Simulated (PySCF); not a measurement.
Broadened absorption spectrum of C5H6F3NO

C₅H₆F₃NO.
Numbering: `[CH3:1][NH:2][C:3](=[O:4])/[CH:5]=[CH:6]\[C:7]([F:8])([F:9])[F:10]` (hydrogens: H11, H12, H13 on C1; H14 on N2; H15 on C5; H16 on C6)

Method used: PySCF 2.14.0, density-fitted response routines, TDDFT wB97X-D/def2-SVPD, vertical, gas phase, core orbitals frozen in the response. Geometry: PBE0-D3(BJ)/def2-SVP, one conformer, isolated molecule. Torsions of this conformer, `[CH3:1][NH:2][C:3](=[O:4])/[CH:5]=[CH:6]\[C:7]([F:8])([F:9])[F:10]`: C1–N2–C3–O4 5°, N2–C3–C5–C6 49°, C5–C6–C7–F8 -76°.

Broadening: Gaussians 0.5 eV wide at half height, area fixed by f = 4.319×10⁻⁹ ∫ε dν̃. The width is an assumption, not a result. The curve ends short of the highest state used, and states not computed would add to its high-energy end.

```tsv
E (eV)	ε (L mol⁻¹ cm⁻¹)
4.13	2
4.18	4
4.24	9
4.29	18
4.35	37
4.40	64
4.46	117
4.51	181
4.57	284
4.62	388
4.68	526
4.73	638
4.79	748
4.84	806
4.90	824
4.95	800
5.01	741
5.07	685
5.12	670
5.18	726
5.23	852
5.29	1102
5.34	1377
5.40	1740
5.45	2023
5.51	2271
5.56	2360
5.62	2300
5.67	2120
5.73	1786
5.78	1458
5.84	1062
5.89	767
5.95	483
6.00	310
6.06	172
6.11	106
6.17	75
6.22	91
6.28	178
6.33	338
6.39	709
6.44	1245
6.50	2285
6.55	3575
6.61	5701
6.66	7936
6.72	11010
6.77	13655
6.83	16509
6.88	18271
6.94	19289
6.99	19087
7.05	17650
7.10	15673
7.16	12779
```

(1) Where are the band maxima, and which computed states make them?

(2) Coming from long wavelengths, where does ε first pass 100 L mol⁻¹ cm⁻¹?

(3) On this curve, what absorbance would a 10⁻⁴ mol/L sample give at 266 nm over a 1 cm path?

Answers

(1) 254 nm (4.89 eV), ε about 830, made up of S1 (98%); 223 nm (5.57 eV), ε about 2400, made up of S2 (100%); 178 nm (6.95 eV), ε about 19000, made up of S3 (69%) and S4 (31%) (ε in L mol⁻¹ cm⁻¹; maxima over ε = 5, shares over 10%). The states used: S1 4.88 eV (f 0.015); S2 5.57 eV (f 0.044); S3 6.91 eV (f 0.251); S4 7.04 eV (f 0.121); S5 7.51 eV (f 0.018); S6 7.76 eV (f 0.0015).

(2) At about 279 nm (4.44 eV), 0.43 eV below S1.

(3) 266 nm is 4.661 eV, where ε is about 480 L mol⁻¹ cm⁻¹, so A = ε c l ≈ 0.048 (Beer–Lambert, with the gas-phase spectrum and the assumed width).
